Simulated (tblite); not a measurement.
Problem. Write a Z-matrix for InChI=1S/C5H4F4/c6-2-3-1-4(3)5(7,8)9/h1-2H2 as optimised with GFN2-xTB.

Solution. 
Z-matrix in Å and degrees, rows numbered from 1:
```
F 
C   1  1.3679
C   2  1.4619  1  111.90
C   3  1.3041  2  152.13  1    -0.15
C   4  1.4687  3  151.37  2     0.10
F   5  1.3461  4  111.97  3   120.38
F   5  1.3381  4  112.89  3    -0.14
F   5  1.3461  4  111.93  3  -120.59
C   3  1.5035  2  143.44  1   179.83
H   2  1.0987  1  107.35  3   121.22
H   2  1.0987  1  107.36  3  -121.26
H   9  1.0826  3  119.37  4  -105.44
H   9  1.0827  3  119.39  4   105.43
```

The 4 C–F bonds span 1.338 Å (C5–F7, drawn single) to 1.368 Å (F1–C2, drawn single), a spread of 0.030 Å. The C–C distances run from 1.304 Å (C3=C4, drawn double) to 1.506 Å (C4–C9, drawn single), a spread of 0.202 Å. The 3-membered ring C3–C4–C9 has internal angles of 51.4° to 64.4°.

The geometry is computed with GFN2-xTB (gas phase).

Point group: Cs (every atom within 0.08 Å of its image). Its lowest GFN2-xTB frequency is 8 cm⁻¹, too small to tell a flat minimum from a shallow saddle. One conformer, not necessarily the lowest (F1–C2–C3–C4 0°).
